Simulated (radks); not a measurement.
Species: Tb. Configuration: [Xe] 4f9 6s1 7s1 (not the ground configuration). All-electron calculation, scalar-relativistic Kohn-Sham, PBE, spin-polarised, spherical densities, finite nucleus; open shells are filled with parallel spins first (spin-orbit coupling, left out, can overturn this in heavy ions); Fermi nuclear charge, rms radius 5.06 fm. Program: a radial shooting solver on a logarithmic mesh with Libxc functionals.

X-ray form factor f0, the Fourier transform of the density (f0(0) = 65):

sin(theta)/lambda (1/angstrom)  f0 (electrons)
0.05                                    63.083
0.1                                     60.576
0.15                                    57.405
0.2                                     53.931
0.25                                    50.452
0.3                                     47.109
0.4                                     41.162
0.5                                     36.275
0.6                                     32.217
0.8                                     25.836
1                                       21.334
1.25                                    17.743
1.5                                     15.424
2                                       11.840
